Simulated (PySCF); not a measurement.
## NMR data sheet: 2-fluoropyridine

* Formula: C5H4FN
* SMILES: Fc1ccccn1
* InChI: InChI=1S/C5H4FN/c6-5-3-1-2-4-7-5/h1-4H
* Point group of the computed structure: Cs
* Degrees of unsaturation: 4
* Carbon signals: 5
* Proton signals: 4

Structure with atom numbers: `[F:1][c:2]1[cH:3][cH:4][cH:5][cH:6][n:7]1`; H(Xn) means a hydrogen on atom n.

PySCF 2.14 calculation with GIAO PBE0/pcSseg-1 shieldings, geometry from GFN2-xTB and J couplings at B3LYP/pcJ-1 (spin–dipole term only in couplings to heteroatoms); single conformer, no solvent model, non-relativistic.

Scale: ¹H and ¹³C against TMS; ¹⁹F vs CFCl3; ¹⁵N against NH3 (reference shieldings calculated alike).

```tsv
carbon	δC, type	δH (multiplicity, J in Hz)	HMBC from (abs. J ≥ 3 Hz)	span of the C tensor (ppm)
C2	174.2, C	–	H(C6), H(C4)	156
C3	114.5, CH	7.04 (dd, 9.2, 4.7)	H(C5)	184
C4	146.3, CH	8.03 (m)	H(C6)	251
C5	125.3, CH	7.25 (ddd, 8.2, 5.5, 1.8)	H(C6), H(C3)	230
C6	155.1, CH	8.65 (ddd, 5.5, 1.7, 1.7)	H(C4), H(C5)	215
```

Other nuclei:
```json
{"atoms": "F1", "nucleus": "¹⁹F", "environment": "aryl fluorine", "δ (ppm)": "-66.3", "σ (ppm)": "237.2"}
{"atoms": "N7", "nucleus": "¹⁵N", "environment": "pyridine-type ring nitrogen", "δ (ppm)": "318.9", "σ (ppm)": "-51.2"}
```

Selected couplings (Hz, signed; the shortest-range and largest first, 30 at most; isotopes ¹⁹F, ¹³C, ¹H, ¹⁵N): ¹J(F1,C2) -305.6, ¹J(C6,H(C6)) 186.0, ¹J(C3,H(C3)) 173.6, ¹J(C5,H(C5)) 169.6, ¹J(C4,H(C4)) 168.5, ¹J(C2,C3) 81.1, ¹J(C3,C4) 61.9, ¹J(C5,C6) 61.0, ¹J(C4,C5) 60.8, ¹J(C2,N7) -12.7, ¹J(C6,N7) -3.2, ²J(F1,N7) -53.5, ²J(F1,C3) 32.7, ²J(N7,H(C6)) -12.3, ²J(C5,N7) 2.5, ²J(C3,C5) -2.1, ²J(C3,N7) 1.8, ²J(C2,C4) 1.6, ³J(F1,C6) 12.6, ³J(C2,C5) 11.4, ³J(H(C3),H(C4)) 9.2, ³J(H(C4),H(C5)) 8.2, ³J(C3,C6) 7.4, ³J(H(C5),H(C6)) 5.5, ³J(F1,H(C3)) -4.7, ³J(F1,C4) 4.2, ³J(C4,N7) -1.9, ³J(N7,H(C5)) -1.7, ⁴J(F1,C5) 8.0, ⁴J(F1,H(C4)) 7.5.

Carbon types of the structure: 1 × C, 4 × CH, which accounts for all hydrogens. δC 174.2: aromatic carbon bearing fluorine; the electronegative substituent deshields the carbon that carries it. δC 155.1: aromatic CH next to a ring nitrogen; the adjacent pyridine-type nitrogen withdraws density from it. δC 146.3, 125.3, 114.5: aromatic CH. δH 8.65: hydrogen on an aromatic CH next to a ring nitrogen; ring current plus the neighbouring ring nitrogen. δH 8.03, 7.25, 7.04: hydrogen on an aromatic CH; ring-current deshielding. The protons at 7.25 and 8.65 share a coupling of 5.5 Hz (vicinal, an ortho-type coupling).

C–F couplings over four or more bonds (about 3 Hz to the para carbon of a fluoroarene) are left out. Common functionals overestimate the size of one-bond C–F couplings by tens of Hz; these are unscaled. Splittings below 1 Hz are ignored in the labels, and close J values are merged. Unscaled 3J(H,H) at this level run about 10 % above measured values. Shifts are as computed. Against solution values, carbons near 30 ppm lie about +3 ppm off and those near 130 ppm about +5 ppm. Of 1211 compounds with measured shifts, 218 miss one by over three times the rms of a fit or turn the order of signals round; such compounds aren't used in these exercises. Unscaled 19F shifts against computed CFCl3 carry errors that often reach 10 to 50 ppm. Experimental scales use liquid or dissolved standards, which lie at an offset from isolated NH3 (liquid NH3: subtract about 20 ppm). Unscaled 15N shifts of sp2 nitrogen come out 20 to 40 ppm too high even then.
